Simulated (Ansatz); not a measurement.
The cluster Sn2Te. The state is a quintet with charge 0. Geometry r2SCAN-D4/def2-SVP; atoms count from 1.

```xyz
3

Sn   -1.128    1.392   -0.142
Sn    1.084   -0.252    1.411
Te    0.044   -1.139   -1.269
```

In the def2 sets Sn, Te take a core potential; there is no spin–orbit coupling. At PBE0-D4/def2-TZVP a singlet of charge 0 lies 2.58 eV below the quintet, each at its own geometry. The structure comes from a short search, and lower isomers may exist.

Q: Estimate the Mulliken populations from the PBE0/def2-TZVP orbitals of Ansatz.

A: 
| atom | charge (e) | spin (α − β) |
| --- | --- | --- |
| Sn1 | 0.05 | 1.50 |
| Sn2 | 0.05 | 1.50 |
| Te3 | -0.09 | 1.00 |
Mulliken values and Mayer orders depend strongly on the basis.

Q: Where does the spin sit?

A: Summed by element: Sn 3.00, Te 1.00, of 4 unpaired in all. Largest on single atoms: Sn1 1.50, Sn2 1.50, Te3 1.00.

Q: And the Mayer bond orders between bonded heavy atoms (over 0.3)?

A: Sn1–Sn2 0.59 (3.16 Å); Sn1–Te3 0.73 (3.01 Å); Sn2–Te3 0.73 (3.01 Å).
